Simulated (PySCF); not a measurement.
# Spin states of MgPb

Unrestricted PBE0; basis Mg cc-pVDZ, Pb cc-pVDZ-PP with ECP60; scalar-relativistic core potentials; PySCF 2.14. Outer shells of the fragments: Mg 3s2; Pb 5d10 6s2 6p2.

Followed along the bond (rough minima from three points):

```json
{"2Ms+1": "3", "unpaired": "π ↑↑", "⟨S²⟩ at the start": "2.08", "R at minimum (Å)": "2.83", "Te (eV)": "0.00"}
{"2Ms+1": "1", "unpaired": "π ↑↓", "⟨S²⟩ at the start": "1.00", "R at minimum (Å)": "2.82", "Te (eV)": "0.28"}
{"2Ms+1": "3", "unpaired": "σ ↑, π ↑", "⟨S²⟩ at the start": "2.01", "R at minimum (Å)": "3.16", "Te (eV)": "0.49"}
{"2Ms+1": "1", "unpaired": "σ ↓, π ↑", "⟨S²⟩ at the start": "1.01", "R at minimum (Å)": "3.08", "Te (eV)": "0.62"}
{"2Ms+1": "1", "unpaired": "none", "⟨S²⟩ at the start": "0.00", "R at minimum (Å)": "2.82", "Te (eV)": "0.92"}
```

Solutions found at the starting distance of 2.750 Å, counted from the lowest of them; the search is not exhaustive and high or unbound solutions are not listed, so other states can lie among these:

```csv
2Ms+1,unpaired,term,E (eV),⟨S²⟩,⟨Lz²⟩,μ (D)
3,π ↑↑,³Σ⁻,0.00,2.08,0.00,-2.56
1,π ↑↓,mixed,0.28,1.00,2.01,-2.51
3,"σ ↑, π ↑",³Π,0.68,2.01,1.00,0.65
1,"σ ↓, π ↑",mixed,0.78,1.01,1.00,0.51
1,none,mixed,0.92,0.00,2.00,-2.20
3,"σ ↑↑, π ↑↓",mixed,1.94,3.01,2.01,-1.55
```

A term symbol is given only where ⟨S²⟩ and ⟨Lz²⟩ are close to those of a pure state; real π, δ and φ orbitals otherwise mix terms. A positive dipole means Mg(−)Pb(+).

These are scalar-relativistic numbers at best; spin–orbit coupling would shift them, the dissociation energy most.
